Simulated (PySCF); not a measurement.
Highest orbital energy against ionisation energy along the third row

Calculated with PySCF 2.14, no spin-orbit coupling. Each cell gives −ε(HOMO) / ΔSCF in eV; NIST values include spin-orbit coupling, (s) semi-empirical, (t) theoretical.

| species | UHF | LDA | PBE | PBE0 | r2SCAN | NIST (lowest levels) |
| --- | --- | --- | --- | --- | --- | --- |
| Mg⁺ (dyall-acv3z, spin-free X2C) | 14.760 / 14.745 | 12.001 / 15.376 | 11.915 / 15.360 | 12.726 / 15.255 | 12.062 / 15.043 | 15.035 |
| Al⁺ (dyall-acv3z, spin-free X2C) | 17.781 / 17.551 | 14.915 / 18.925 | 14.807 / 18.790 | 15.763 / 18.684 | 14.959 / 18.413 | 18.829 |
| Si⁺ (dyall-acv3z, spin-free X2C) | 16.212 / 15.835 | 12.070 / 16.358 | 12.189 / 16.399 | 13.332 / 16.424 | 12.558 / 16.522 | 16.346 |
| P⁺ (dyall-acv3z, spin-free X2C) | 19.722 / 19.157 | 14.908 / 19.812 | 14.972 / 19.771 | 16.320 / 19.808 | 15.403 / 19.942 | 19.769 (s) |
| S⁺ (dyall-acv3z, spin-free X2C) | 23.454 / 22.711 | 17.879 / 23.392 | 17.908 / 23.302 | 19.478 / 23.370 | 18.461 / 23.520 | 23.338 |
| Cl⁺ (dyall-acv3z, spin-free X2C) | 23.642 / 22.578 | 18.332 / 23.967 | 18.353 / 23.830 | 19.936 / 23.825 | 18.708 / 23.794 | 23.814 |
| Ar⁺ (dyall-acv3z, spin-free X2C) | 27.616 / 26.354 | 21.580 / 27.814 | 21.530 / 27.578 | 23.324 / 27.591 | 21.976 / 27.653 | 27.630 |

How far is −ε(HOMO) from ΔSCF on average for each method, and why?

UHF 0.61 eV; LDA -4.85 eV; PBE -4.77 eV; PBE0 -3.44 eV; r2SCAN -4.39 eV. Hartree-Fock orbital energies lack relaxation and so exceed the ΔSCF value; semilocal functionals have convex E(N) from self-interaction, so their HOMO lies far too high; exact exchange moves hybrids part of the way back.
